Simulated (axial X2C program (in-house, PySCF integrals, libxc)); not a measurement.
**Spin–orbit effects down a group: molecules with In (ions), CCSD**

Calculated with an axial X2C code built on PySCF integrals, spin-free (one-electron X2C) or two-component (2c: spin–orbit coupling with atomic mean-field Coulomb and Gaunt terms, which also bring small scalar terms), in Dyall basis sets with cores contracted in-house; open shells are unrestricted.

Basis sets: In dyall-acv3z, O dyall-av3z, S dyall-av3z, Se dyall-acv3z. Frozen shells (counts by l): InO⁻ In 4s3p2d, O 1s, 10 electrons correlated; InS⁻ In 4s3p2d, S 2s1p, 10 electrons correlated; InSe⁻ In 4s3p2d, Se 3s2p1d, 10 electrons correlated. Coupled cluster in natural virtuals with an MP2 remainder. Where the outer core of a metal is frozen, bonds come out longer and ionisation energies lower.

```json
{"molecule": "InO⁻", "spin-free state": "M_S = 0, Λ = 0", "Re (Å)": "1.930", "ωe (cm⁻¹)": "696.3", "De (eV)": "4.13", "2c state": "Ω = 0", "Re 2c (Å)": "1.931", "ωe 2c (cm⁻¹)": "695.7", "De 2c (eV)": "3.98"}
{"molecule": "InS⁻", "spin-free state": "M_S = 0, Λ = 0", "Re (Å)": "2.343", "ωe (cm⁻¹)": "389.4", "De (eV)": "3.58", "2c state": "Ω = 0", "Re 2c (Å)": "2.343", "ωe 2c (cm⁻¹)": "389.0", "De 2c (eV)": "3.41"}
{"molecule": "InSe⁻", "spin-free state": "M_S = 0, Λ = 0", "Re (Å)": "2.466", "ωe (cm⁻¹)": "262.6", "De (eV)": "3.35", "2c state": "Ω = 0", "Re 2c (Å)": "2.467", "ωe 2c (cm⁻¹)": "261.9", "De 2c (eV)": "3.12"}
```

Fragments in 2c: In + O-, In + S-, In + Se-. Each entry is the lowest single determinant of a limited PBE0 search at one distance. De goes to single-determinant-based atoms at the same level (for ions the charge split of lowest energy) and is withheld (n/a) where an atom does not fit its ground term or J level. Main or longest-lived isotopes. One determinant is a doubtful description, or other states lie close, for InO⁻; these need not be ground states, and all values refer to the states named.
